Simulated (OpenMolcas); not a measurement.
What dynamic correlation does to the levels of Ar IV

```yaml
Program: OpenMolcas
Basis: ANO-R1 [4s3p1d]
Scalar_Hamiltonian: X2C, finite nucleus
Active_space: 5 electrons in 4 orbitals (3s 3p)
State_averaging: 2S+1 = 4 odd, 1 root; 2S+1 = 2 odd, 8 roots; 2S+1 = 4 even, 3 roots; 2S+1 = 2 even, 6 roots
Spin-orbit_coupling: state interaction with AMFI integrals over the reference wave functions, term energies averaged over their components
```

Methods on the same reference wave functions:
A. CASSCF
B. SS-CASPT2, IPEA 0.25 Eh, imaginary shift 0.1 Eh (closed shells correlated: 2s 2p)

Energies in cm⁻¹ above 3s² 3p³ ⁴S°_3/2, the measured ground level; measured values from Saloman, J. Phys. Chem. Ref. Data 39, 033101 (2010).

```tsv
Level	A	B	Measured
3s² 3p³ ⁴S°_3/2	0.0	0.0	0.0
3s² 3p³ ²D°_3/2	25720	23750	21091
3s² 3p³ ²D°_5/2	25897	23890	21220
3s² 3p³ ²P°_1/2	36093	37000	34855
3s² 3p³ ²P°_3/2	36269	37140	35032
3s 3p⁴ ⁴P_5/2	124841	120370	117563
3s 3p⁴ ⁴P_3/2	125876	121410	118516
3s 3p⁴ ⁴P_1/2	126466	122000	119043
3s 3p⁴ ²D_3/2	174820	159000	145921
3s 3p⁴ ²D_5/2	174832	159020	145999
```

Deviations, from unrounded energies. A percentage is the sum of absolute deviations over the sum of measured energies, with the sign that they share, or ± where signs differ.

```csv
Against measurement,Levels,A,B
mean absolute deviation (cm-1),9,10000,4900
other terms of the ground configuration (%),4,+10.5,+8.5
other configurations (%),5,+12.3,+5.4
```

B lies closest to measurement on these levels. The largest miss of B in the table is 3s 3p⁴ ²D_3/2, by +13000 cm-1. The ranking rests on the paired levels alone, and a cruder setting can come out closer through cancelling errors.

From A to B the spin-free energies of the other terms of 3s² 3p³ shown, above ⁴S°, scale by factors of 0.92 to 1.03.

The lowest spin-free term lies below A's lowest term by 0.086 hartree in B.

CASPT2 breaks the degeneracy within a term, and the mean is taken; among the terms shown or strongly mixed into the levels shown the widest spread is 1100 cm-1 (3s 3p⁴ ²D, B). Over all roots computed the reference weight is 0.90 to 0.97 in B; the roots of lowest weight are the least certain, and an intruder state may touch them. Terms of s pⁿ other than that of highest spin mix with s² pⁿ⁻² d, which this space lacks; all of them can be thousands of cm-1 off, and some have no real level of that name. The basis is small and was not contracted for so high a charge. Measured partners are found by configuration, term and J. A level has none where our copy of the source lacks it or the pairing is in doubt (some pairs that miss far off the trend of their configuration count as doubtful), and it then counts in no deviation. Levels of configurations outside the active space are missing. The table leaves out levels that lie high or whose names do not pair safely across all columns.

° marks odd parity.
